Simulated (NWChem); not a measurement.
Molecule: C2H7FOSi; SMILES C[Si](C)(O)F

```xyz
12

C     -0.9990    -1.5551    -0.1005
Si     0.0361    -0.0082    -0.0041
C     -0.9523     1.5516     0.3136
O      1.1721    -0.2763     1.1781
F      0.7989     0.2099    -1.4225
H     -1.5364    -1.7233     0.8396
H     -0.3695    -2.4316    -0.2882
H     -1.7385    -1.4898    -0.9066
H     -0.3090     2.4385     0.3606
H     -1.4992     1.4839     1.2612
H     -1.6841     1.7221    -0.4848
H      1.7725     0.4562     1.3746
```
Atoms are numbered in this order, from 1.

Results from NWChem. The geometry was optimised at B3LYP/6-31G* (spherical d). Level MN15/def2-SVP: energy and gradient on several grids; changes count from the extra-fine grid, which is no exact limit either.

Task: Which is the coarsest grid (medium; xcoarse; fine; xfine; coarse) from which on the energy stays within 50 μHa and each gradient component within 100 μHa/bohr of xfine?

Result: fine.
```tsv
grid	size of the energy change (μHa)	largest change of a gradient component (μHa/bohr)	time, medium = 1 (rough)
xcoarse	10000	1000	about 1
coarse	800	300	about 1
medium	10	200	about 1
fine	< 10	< 30	about 1
xfine	< 10	< 30	2
```
